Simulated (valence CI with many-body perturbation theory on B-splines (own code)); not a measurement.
## Energy levels of Bi⁷⁶⁺

Method: configuration interaction combined with many-body perturbation theory (CI+MBPT): five valence electrons over a frozen Dirac-Fock core [He], a basis of 11 s, 11 p, 10 d, 8 f, 5 g, 2 h functions for each j, with the one-electron correlation potential Σ1 (screened to all orders), the two-electron term Σ2, the three-electron term Σ3, Breit, model QED; selected single and double excitations, second order for the rest, scaled by the run's own slope (own B-spline code, finite nucleus).

No measured spectrum was set against this ion. As an estimate, large intervals hold to a few tenths of a per cent, small ones and those within an open d or f shell to about a per cent. Among the levels kept, up to 7700 cm⁻¹ of a level comes from second order outside the variational space, and about a tenth of that is noise between levels of different J, which matters for small intervals.

Levels 136 to 180 of 202, with energies above the lowest level, (2s^2 2p1/2^2 2p3/2) J=3/2. "Leading %" is the weight of the configuration and term that name the level; weights of strongly mixed levels are sums over their largest components and can fall short. In the jj column 3d3/2^4 stands for four electrons in 3d with j = 3/2. Lifetimes count E1, E2, E3, M1 and M2 decay at the calculated energies, and are blank where another channel may lead or the interval is too uncertain; long ones can be off by a factor of two.

| No. | Configuration | Term | J | E (eV) | Leading % | Lifetime | Second component | Leading jj |
| --- | --- | --- | --- | --- | --- | --- | --- | --- |
| 136 | 2s 2p3 3p | 4P | 1/2 | 17084 | 49 | 1.35 fs | 17 % 2s 2p3 3p 2P | 2s 2p1/2 2p3/2^2 3p3/2 (75 %) |
| 137 | 2s2 2p2 3d | 2P | 1/2 | 17090 | 47 | 808 as | 17 % 2s2 2p2 3d 2S | 2s^2 2p3/2^2 3d5/2 (74 %) |
| 138 | 2s 2p3 3p | 4P | 3/2 | 17114 | 16 | 488 as | 12 % 2s2 2p2 3d 2P | 2s 2p1/2 2p3/2^2 3p3/2 (51 %) |
| 139 | 2s2 2p2 3d | 2D | 5/2 | 17117 | 56 | 346 as | 15 % 2s2 2p2 3d 2F | 2s^2 2p3/2^2 3d5/2 (97 %) |
| 140 | 2s 2p3 3p | 4F | 9/2 | 17119 | 94 | 60.5 fs |  | 2s 2p1/2 2p3/2^2 3p3/2 (94 %) |
| 141 | 2s 2p3 3p | 4D | 7/2 | 17121 | 63 | 3.51 fs | 34 % 2s 2p3 3p 2F | 2s 2p1/2 2p3/2^2 3p3/2 (97 %) |
| 142 | 2s 2p3 3p | 4P | 3/2 | 17123 | 18 | 471 as | 13 % 2s 2p3 3p 2D | 2s 2p1/2 2p3/2^2 3p3/2 (50 %) |
| 143 | 2s 2p3 3p | 2P | 3/2 | 17145 | 55 | 1.44 fs | 32 % 2s 2p3 3p 4P | 2s 2p1/2 2p3/2^2 3p3/2 (98 %) |
| 144 | 2s2 2p2 3d | 2D | 5/2 | 17162 | 63 | 545 as | 11 % 2s2 2p2 3d 2F | 2s^2 2p3/2^2 3d5/2 (95 %) |
| 145 | 2s 2p3 3p | 2D | 5/2 | 17167 | 56 | 1.36 fs | 26 % 2s 2p3 3p 4P | 2s 2p1/2 2p3/2^2 3p3/2 (97 %) |
| 146 | 2s 2p3 3d | 6D° | 3/2 | 17195 | 42 | 2.81 fs | 21 % 2s 2p3 3d 4D° | 2s 2p1/2 2p3/2^2 3d3/2 (100 %) |
| 147 | 2s 2p3 3d | 6D° | 1/2 | 17196 | 49 | 1.70 fs | 17 % 2s 2p3 3d 4D° | 2s 2p1/2 2p3/2^2 3d3/2 (100 %) |
| 148 | 2s 2p3 3d | 6D° | 5/2 | 17199 | 34 | 1.78 fs | 29 % 2s 2p3 3d 4F° | 2s 2p1/2 2p3/2^2 3d3/2 (99 %) |
| 149 | 2s 2p3 3d | 4G° | 7/2 | 17208 | 36 | 961 as | 26 % 2s 2p3 3d 4D° | 2s 2p1/2 2p3/2^2 3d3/2 (99 %) |
| 150 | 2s 2p3 3p | 4P | 3/2 | 17211 | 31 | 3.31 fs | 25 % 2s 2p3 3p 4D | 2s 2p1/2 2p3/2^2 3p3/2 (100 %) |
| 151 | 2s 2p3 3p | 2P | 1/2 | 17228 | 74 | 12.6 fs | 16 % 2s 2p3 3p 4D | 2s 2p1/2 2p3/2^2 3p3/2 (99 %) |
| 152 | 2s 2p3 3p | 4P | 5/2 | 17228 | 52 | 1.67 fs | 17 % 2s 2p3 3p 4F | 2s 2p1/2 2p3/2^2 3p3/2 (99 %) |
| 153 | 2s 2p3 3p | 2F | 7/2 | 17234 | 79 | 1.85 fs | 14 % 2s 2p3 3p 4F | 2s 2p1/2 2p3/2^2 3p3/2 (100 %) |
| 154 | 2s 2p3 3p | 4P | 3/2 | 17238 | 37 | 3.27 fs | 21 % 2s 2p3 3p 2P | 2s 2p1/2 2p3/2^2 3p3/2 (100 %) |
| 155 | 2s 2p3 3d | 2G° | 9/2 | 17242 | 47 | 39.6 fs | 41 % 2s 2p3 3d 4G° | 2s 2p1/2 2p3/2^2 3d3/2 (100 %) |
| 156 | 2s 2p3 3p | 2D | 5/2 | 17243 | 48 | 7.72 fs | 17 % 2s 2p3 3p 4D | 2s 2p1/2 2p3/2^2 3p3/2 (99 %) |
| 157 | 2s 2p3 3p | 2D | 3/2 | 17252 | 36 | 2.23 fs | 23 % 2s 2p3 3p 2P | 2s 2p1/2 2p3/2^2 3p3/2 (100 %) |
| 158 | 2s 2p3 3d | 4F° | 7/2 | 17255 | 39 | 443 as | 29 % 2s 2p3 3d 2F° | 2s 2p1/2 2p3/2^2 3d3/2 (99 %) |
| 159 | 2s 2p3 3p | 2P | 1/2 | 17255 | 46 | 1.21 fs | 20 % 2s 2p3 3p 2S | 2s 2p1/2 2p3/2^2 3p3/2 (99 %) |
| 160 | 2s 2p3 3p | 2D | 5/2 | 17256 | 49 | 8.89 fs | 21 % 2s 2p3 3p 4D | 2s 2p1/2 2p3/2^2 3p3/2 (99 %) |
| 161 | 2s 2p3 3d | 4D° | 5/2 | 17260 | 40 | 369 as | 30 % 2s 2p3 3d 4P° | 2s 2p1/2 2p3/2^2 3d3/2 (99 %) |
| 162 | 2s 2p3 3d | 4P° | 3/2 | 17267 | 44 | 308 as | 30 % 2s 2p3 3d 4S° | 2s 2p1/2 2p3/2^2 3d3/2 (99 %) |
| 163 | 2s 2p3 3p | 2P | 1/2 | 17286 | 60 | 3.23 fs | 29 % 2s 2p3 3p 4P | 2s 2p1/2 2p3/2^2 3p3/2 (100 %) |
| 164 | 2s 2p3 3p | 2D | 3/2 | 17287 | 48 | 3.28 fs | 30 % 2s 2p3 3p 2P | 2s 2p1/2 2p3/2^2 3p3/2 (99 %) |
| 165 | 2s 2p3 3d | 4F° | 3/2 | 17322 | 64 | 2.25 fs | 13 % 2s 2p3 3d 2D° | 2s 2p1/2 2p3/2^2 3d3/2 (98 %) |
| 166 | 2s 2p3 3d | 4D° | 1/2 | 17344 | 78 | 1.84 fs | 7 % 2s 2p3 3d 4P° | 2s 2p1/2 2p3/2^2 3d3/2 (90 %) |
| 167 | 2s 2p3 3d | 4G° | 5/2 | 17348 | 28 | 2.88 fs | 18 % 2s 2p3 3d 2F° | 2s 2p1/2 2p3/2^2 3d3/2 (99 %) |
| 168 | 2s 2p3 3d | 4D° | 3/2 | 17350 | 37 | 1.83 fs | 27 % 2s 2p3 3d 4F° | 2s 2p1/2 2p3/2^2 3d3/2 (99 %) |
| 169 | 2s 2p3 3d | 2G° | 7/2 | 17350 | 69 | 12.3 fs | 11 % 2s 2p3 3d 4G° | 2s 2p1/2 2p3/2^2 3d3/2 (93 %) |
| 170 | 2s 2p3 3d | 6D° | 9/2 | 17356 | 51 | 102 fs | 25 % 2s 2p3 3d 4G° | 2s 2p1/2 2p3/2^2 3d5/2 (100 %) |
| 171 | 2s 2p3 3d | 2F° | 5/2 | 17362 | 31 | 4.47 fs | 30 % 2s 2p3 3d 4F° | 2s 2p1/2 2p3/2^2 3d3/2 (96 %) |
| 172 | 2s 2p3 3d | 4D° | 7/2 | 17364 | 49 | 10.6 fs | 23 % 2s 2p3 3d 6D° | 2s 2p1/2 2p3/2^2 3d5/2 (94 %) |
| 173 | 2s 2p3 3d | 2P° | 1/2 | 17372 | 43 | 337 as | 25 % 2s 2p3 3d 4D° | 2s 2p1/2 2p3/2^2 3d3/2 (90 %) |
| 174 | 2s 2p3 3d | 2F° | 5/2 | 17375 | 44 | 352 as | 18 % 2s 2p3 3d 2D° | 2s 2p1/2 2p3/2^2 3d3/2 (96 %) |
| 175 | 2s 2p3 3d | 2D° | 3/2 | 17378 | 28 | 328 as | 18 % 2s 2p3 3d 2P° | 2s 2p1/2 2p3/2^2 3d3/2 (96 %) |
| 176 | 2s 2p3 3d | 2D° | 3/2 | 17382 | 43 | 347 as | 24 % 2s 2p3 3d 2P° | 2s 2p1/2 2p3/2^2 3d3/2 (98 %) |
| 177 | 2s 2p3 3d | 4D° | 1/2 | 17390 | 43 | 407 as | 27 % 2s 2p3 3d 2P° | 2s 2p1/2 2p3/2^2 3d3/2 (85 %) |
| 178 | 2s 2p3 3d | 4G° | 11/2 | 17403 | 100 | 121 fs |  | 2s 2p1/2 2p3/2^2 3d5/2 (100 %) |
| 179 | 2s 2p3 3d | 4D° | 1/2 | 17403 | 41 | 394 as | 25 % 2s 2p3 3d 2P° | 2s 2p1/2 2p3/2^2 3d5/2 (75 %) |
| 180 | 2s 2p3 3d | 4F° | 9/2 | 17408 | 69 | 58.8 fs | 28 % 2s 2p3 3d 2G° | 2s 2p1/2 2p3/2^2 3d5/2 (100 %) |
